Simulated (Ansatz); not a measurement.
Input file for Ansatz (a program for electronic structure): R-CCSD(T)/def2-QZVPP on FHPbS (SMILES [F][Pb][SH]), a point of a torsion scan. Elements past Kr take the def2 small-core potentials; no spin–orbit coupling. Files ending in .json are basis or fitting sets from the Basis Set Exchange. The run froze 15 orbitals, filled d shells among them.

Ansatz 0.2 input:
```yaml
crystal:
  periodic: [false, false, false]
  atoms:
    - {symbol: F, position_ang: [1.79778824, -0.87486746, -0.22154339]}
    - {symbol: Pb, position_ang: [0.99657666, 1.02330958, -0.64020582]}
    - {symbol: S, position_ang: [-1.43118557, 0.39929446, -0.45866981]}
    - {symbol: H, position_ang: [-1.34441799, -0.86466696, -0.82850787]}
basis:
  gaussian:
    orbitals: def2-QZVPP.json
magnetization: {spin_polarized: false}
correlation: {method: ccsd_t, electrons: outside_noble_gas}
scf: {lower_state_search: off}
```

Output:

```
WARN ansatz: RAYON_NUM_THREADS=1 ignored (pool sized by the plan → 1); use --threads N
Functional definition: HF
these checks for a lower state are left out or cut short: stability, starts, cluster_reference, orbital_swaps, neighbouring_geometries, increment
integrals: 1.38 GiB planned
1446 factors; integrals over basis functions are off by at most 8.4e-4 eV
mean field: 0.76 GiB planned
mean field evaluation 1: about -18759.7724 eV, gradient 3.9e1 eV
mean field evaluation 2: about -18759.8430 eV, gradient 3.9e1 eV
mean field evaluation 4: about -18762.9287 eV, gradient 2.9e0 eV
mean field evaluation 8: about -18762.9877 eV, gradient 4.3e-1 eV
mean field evaluation 16: about -18762.9891 eV, gradient 1.6e-6 eV
mean field -18762.98914806 eV, -689.5271331803 hartree, gradient 1.6e-6 eV, S^2 0.000000; 0 other end points of the search recorded, 0 dependent functions left out
15 core orbitals not correlated, not the lowest: weight in the atoms' cores, before any rotation towards them, 0.959 or more for the frozen orbitals, at most 0.029 for the correlated occupied ones
reference -18762.98914806 eV, -689.5271331803 hartree; 9, 9 occupied and 215, 215 virtual orbitals, 1446 factors
second order -15.22028407 eV of doubles, -0.00000000 eV of singles
coupled cluster: 1.76 GiB planned
cycle   1  -15.13701894 eV  change    8.3e-2 eV  update   1.1e-1
cycle   2  -15.48172896 eV  change   -3.4e-1 eV  update   4.4e-2
cycle   3  -15.60399801 eV  change   -1.2e-1 eV  update   2.2e-2
cycle   4  -15.59837181 eV  change    5.6e-3 eV  update   6.7e-3
cycle   5  -15.59076638 eV  change    7.6e-3 eV  update   3.2e-3
cycle   6  -15.59137541 eV  change   -6.1e-4 eV  update   1.3e-3
cycle   7  -15.59154919 eV  change   -1.7e-4 eV  update   5.2e-4
cycle   8  -15.59127372 eV  change    2.8e-4 eV  update   2.1e-4
cycle   9  -15.59129313 eV  change   -1.9e-5 eV  update   1.0e-4
cycle  10  -15.59138338 eV  change   -9.0e-5 eV  update   4.1e-5
cycle  11  -15.59133069 eV  change    5.3e-5 eV  update   2.0e-5
cycle  12  -15.59133105 eV  change   -3.5e-7 eV  update   8.8e-6
perturbative correction -0.67784342 eV, -0.0249102863 hartree
Total energy: -18779.25832253 eV, -690.1250143144 hartree
Checks for a lower state left out: stability, starts, cluster_reference, orbital_swaps, neighbouring_geometries, increment
```

The run converged.

Cost: roughly 8 core-minutes.
